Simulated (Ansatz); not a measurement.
```xyz
7

F     1.372    0.472   -1.916
Si    1.147    0.730   -0.349
Si   -0.961   -0.109    0.297
Cl    2.618   -0.310    0.645
H    -1.093    0.142    1.754
H    -2.008    0.640   -0.443
H    -1.074   -1.564    0.012
```

Total charge 0; spin multiplicity 2.

Q: List the PBE/def2-TZVPP orbital energies in eV (Ansatz). (Estimate.)

A: Ansatz gave: α occupied: -2739.30, -1781.61, -1780.05, -660.29, -249.87, -190.55, -190.41, -190.40, -139.12, -137.84, -95.91, -95.89, -95.83, -94.59, -94.55, -94.54, -29.96, -20.86, -14.31, -13.11, -11.20, -10.91, -10.71, -9.09, -9.05, -8.68, -8.42, -8.03, -5.23. α empty: -1.46, -1.23, -0.35, 0.29, 0.42, 0.91, 2.62, 2.87. β occupied: -2739.28, -1781.54, -1780.04, -660.24, -249.85, -190.53, -190.39, -190.38, -139.04, -137.82, -95.84, -95.78, -95.72, -94.55, -94.53, -94.53, -29.87, -20.77, -14.12, -12.97, -11.10, -10.74, -10.56, -9.02, -9.00, -8.53, -8.32, -7.81. β empty: -3.78, -1.17, -0.94, -0.10, 0.45, 0.67, 1.05, 2.95. ⟨S²⟩ = 0.753.
